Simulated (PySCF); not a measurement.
Compound: C2H10Ge2OSi.
SMILES with atom numbers: `[CH2:1]=[CH:2][GeH2:3][GeH2:4][O:5][SiH3:6]` (hydrogens: H7, H8 on C1; H9 on C2; H10, H11 on Ge3; H12, H13 on Ge4; H14, H15, H16 on Si6)

All values: CAM-B3LYP/def2-SVPD (PySCF, non-relativistic), on one gas-phase PBE0-D3(BJ)/def2-SVP geometry that isn't relaxed in the solvent. The solvent is an IEF-PCM continuum (van der Waals radii × 1.2), and excitations are vertical TDDFT with non-equilibrium linear response and a frozen core. Specific hydrogen bonds and non-electrostatic terms are outside this model. Spin–orbit coupling is left out although an atom past zinc is present.

Gas-phase singlets (H = HOMO, L = LUMO):

| state | E (eV) | λ (nm) | f | leading configuration |
| --- | --- | --- | --- | --- |
| S1 | 6.239 | 199 | 0.013 | H→L+1 62% |
| S2 | 6.405 | 194 | 0.028 | H→L 48% |
| S3 | 6.740 | 184 | 0.002 | H-2→L+1 61% |
| S4 | 6.897 | 180 | 0.120 | H-1→L 22% |
| S5 | 7.141 | 174 | 0.039 | H→L+3 41% |

Question: How does the list change in acetonitrile (ε = 35.69)?

Answer: 
```json
{"state": "S1", "E (eV)": "6.223", "λ (nm)": "199", "f": "0.021", "leading configuration": "H→L 82%", "change by rank (eV)": "-0.016"}
{"state": "S2", "E (eV)": "6.397", "λ (nm)": "194", "f": "0.037", "leading configuration": "H→L+1 71%", "change by rank (eV)": "-0.008"}
{"state": "S3", "E (eV)": "6.790", "λ (nm)": "183", "f": "0.017", "leading configuration": "H-2→L 67%", "change by rank (eV)": "+0.050"}
{"state": "S4", "E (eV)": "6.836", "λ (nm)": "181", "f": "0.171", "leading configuration": "H-1→L+1 28%", "change by rank (eV)": "-0.061"}
{"state": "S5", "E (eV)": "7.155", "λ (nm)": "173", "f": "0.068", "leading configuration": "H→L+3 29%", "change by rank (eV)": "+0.014"}
```

Question: How does the list change in water (ε = 78.36)?

Answer: 
```
state  E (eV)  λ (nm)      f  leading configuration  change by rank (eV)
   S1   6.223     199  0.021                H→L 82%               -0.016
   S2   6.397     194  0.037              H→L+1 70%               -0.008
   S3   6.792     183  0.017              H-2→L 67%               +0.052
   S4   6.838     181  0.170            H-1→L+1 27%               -0.059
   S5   7.157     173  0.066              H→L+3 29%               +0.016
```

Question: How do the frontier levels move from gas to water?

Answer: 
```
orbital  gas (eV)  solvent (eV)  change (eV)                      Löwdin shares, gas                 Löwdin shares, solvent
 LUMO+2      0.93          1.09        +0.16  Ge3 27 %, Ge4 16 %, H11 10 %, H10 10 %  Ge3 23 %, Ge4 18 %, H10 10 %, H13 9 %
 LUMO+1      0.48          0.65        +0.17   Ge4 22 %, Ge3 16 %, O5 11 %, Si6 10 %    C2 25 %, C1 25 %, Ge3 13 %, Ge4 5 %
   LUMO      0.44          0.55        +0.11     C1 25 %, C2 22 %, Ge3 12 %, Ge4 9 %  Ge4 24 %, Ge3 13 %, Si6 12 %, O5 12 %
   HOMO     -8.98         -8.85        +0.13    Ge3 21 %, Ge4 20 %, O5 16 %, C2 11 %   Ge3 22 %, Ge4 20 %, O5 14 %, C2 13 %
 HOMO-1     -9.50         -9.33        +0.17      C2 27 %, C1 26 %, Ge3 10 %, O5 7 %    C2 30 %, C1 27 %, Ge3 12 %, Ge4 5 %
 HOMO-2     -9.72         -9.71        +0.01    O5 37 %, Si6 13 %, H15 11 %, Ge4 9 %  O5 37 %, Si6 13 %, Ge4 12 %, H15 11 %
 HOMO-3    -10.39        -10.20        +0.19    C2 19 %, Ge3 14 %, Si6 11 %, O5 10 %    C2 25 %, Ge3 22 %, C1 15 %, H11 8 %
```

The HOMO–LUMO gap goes from 9.42 to 9.39 eV. Rows go by rank; for HOMO-3, LUMO and LUMO+1 the atom shares or the degeneracy differ between the runs, so the row needn't follow one orbital.

The run took about 1.8 min of CPU time (one thread, shared machine). This is the whole response run at CAM-B3LYP/def2-SVPD in water, SCF included.

The values belong to the conformer `[CH2:1]=[CH:2][GeH2:3][GeH2:4][O:5][SiH3:6]`: C1–C2–Ge3–Ge4 -18°, C2–Ge3–Ge4–O5 -59°, Ge3–Ge4–O5–Si6 17°.
